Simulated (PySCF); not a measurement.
C₂H₅Cl₂GeN, SMILES [GeH]([Cl])([Cl])/[N]=C/C.

Geometry: TPSSh-D3(BJ)/def2-SVP. The structure was generated by enumeration; whether it is a known compound was not checked. One conformer was computed; it need not be the lowest.

Two levels are set side by side: TDDFT-PBE/def2-SVPD (PySCF) and TDDFT-LC-ωPBE/def2-SVPD (PySCF). Vertical, same geometry. The lowest singlet is HOMO→LUMO 99 % with PBE and HOMO→LUMO 92 % with the other functional; states are paired by order. Differences are taken from unrounded values.

```
quantity                               TDDFT-LC-ωPBE  TDDFT-PBE  TDDFT-PBE minus TDDFT-LC-ωPBE
-------------------------------------  -------------  ---------  -----------------------------
lowest singlet excitation (eV)                  4.61       4.28                          -0.33
lowest triplet excitation (TDA) (eV)            3.97       3.75                          -0.22
first bright state (f over 0.05) (eV)           7.04       6.16                          -0.88
its oscillator strength                         0.06       0.09                           0.03
```

Functionals without exact exchange tend to place singlet excitations lower, as here. Differences between two approximate levels are no errors against the true value.

Rough cost on one machine, each run with all the roots and properties that it gave: TDDFT-LC-ωPBE against TDDFT-PBE about 7 times.
